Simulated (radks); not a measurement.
All-electron atom: neutral arsenic in [Ar] 3d10 4s2 4p3.

Method: non-relativistic Kohn-Sham, PBE, spin-polarised, spherical densities, point nucleus; open shells are filled with parallel spins first; computed with a radial shooting solver on a logarithmic mesh with Libxc functionals.

Energy parts (hartree):
| part | energy |
|---|---|
| total | -2235.53176 |
| kinetic | 2234.13942 |
| electron-nucleus | -5348.34092 |
| Hartree | 961.37722 |
| exchange-correlation | -82.70747 |

Orbitals (lengths in bohr, moments of r in powers of bohr; r(max) is where P^2 peaks):
orbital  occ.  eigenvalue (hartree)   r(max)
1s up       1             -424.0612  0.03062
1s down     1             -424.0571  0.03062
2s up       1             -53.16214   0.1737
2s down     1             -53.16043   0.1737
2p up       3             -47.53915   0.1378
2p down     3             -47.53556   0.1378
3s up       1              -6.74745   0.5310
3s down     1              -6.74209   0.5311
3p up       3              -4.84942   0.5250
3p down     3              -4.84323   0.5251
3d up       5              -1.52360   0.4762
3d down     5              -1.51410   0.4760
4s up       1              -0.54306    1.659
4s down     1              -0.45825    1.630
4p up       3              -0.21886    1.997
4p down     0              -0.13437    1.986

The highest occupied level is 4p up at -5.955 eV. The density falls to 0.001 e/bohr^3 at r = 4.36 bohr. The spin density at the nucleus is -0.7206 e/bohr^3 (1s -0.1362, 2s 0.0520, 3s 0.0186, 4s -0.6551), a Fermi contact field of -37.8 T. Summed over all electrons, <r^2> = 41.04 bohr^2, which gives a Langevin (diamagnetic) susceptibility term of -32.5 x 10^-6 cm^3/mol. The electron density at the nucleus is 2.472e+04 e/bohr^3. Spin moment in Bohr magnetons: 3.
